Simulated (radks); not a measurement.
Q: Yb56+, configuration [Ne] 3s2 3p2. All-electron calculation, scalar-relativistic Kohn-Sham, r2SCAN, spin-polarised, spherical densities, finite nucleus; open shells are filled with parallel spins first (spin-orbit coupling, left out, can overturn this in heavy ions); meta-GGA in the generalised Kohn-Sham scheme; Fermi nuclear charge, rms radius 5.3108 fm. Program: a radial shooting solver on a logarithmic mesh with Libxc functionals. Some entries of the table are withheld. Estimate them.

| orbital | occ. | eigenvalue (eV) | <r> (bohr) |
|---|---|---|---|
| 1s up | 1 | -65659.86 | 0.01966 |
| 1s down | 1 | -65648.79 | 0.01965 |
| 2s up | 1 | -14554.49 | 0.08225 |
| 2s down | 1 | -14549.51 | 0.08222 |
| 2p up | 3 | -13353.64 | 0.07299 |
| 2p down | 3 | -13343.98 | 0.07298 |
| 3s up | 1 | (1) | 0.1984 |
| 3s down | 1 | (2) | 0.1988 |
| 3p up | 2 | (3) | (4) |
| 3p down | 0 | (5) | (6) |

A: 
(1) 3s up eigenvalue (eV): -5867.806
(2) 3s down eigenvalue (eV): -5833.732
(3) 3p up eigenvalue (eV): -5504.490
(4) 3p up <r> (bohr): 0.1941
(5) 3p down eigenvalue (eV): -5470.765
(6) 3p down <r> (bohr): 0.1944
